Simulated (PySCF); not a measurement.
# Worked example: oscillator strength and radiative lifetime

BClH5NO2Si, SMILES OB(O)N[SiH2]Cl.

Geometry optimised at ωB97X-D3(BJ)/def2-SVP. The structure was generated by enumeration, and PubChem lists no compound with its InChIKey, so it may never have been made. Other conformers were not sampled.

TDA-PBE0/def2-SVPD (PySCF) puts the first singlet state with f over 0.02 at 7.88 eV (vertical), with the transition dipole (-0.095, -0.351, 0.000) in atomic units.

Task: Find the oscillator strength, the wavelength and the radiative lifetime that this transition would have in vacuum if emission retraced absorption.

Result: 
|μ|² = 0.1322 au, so |μ| = 0.92 D. ΔE = 7.88/27.211 = 0.2896 hartree. f = (2/3) ΔE |μ|² = 0.026 (the program prints 0.026).
λ = 1239.84/7.88 = 157 nm; ν = 63556 cm⁻¹.
Einstein's coefficient A = 0.6670 ν² f s⁻¹ (ν in cm⁻¹) = 6.9e7 s⁻¹, so τ = 1/A = 15 ns. This state is S7; the lower singlets have f = 0.000, 0.000, 0.001, 0.006, 0.016, 0.004. The figure is the radiative limit of this one transition; relaxation, internal conversion, crossing to triplets and a medium change what is measured.
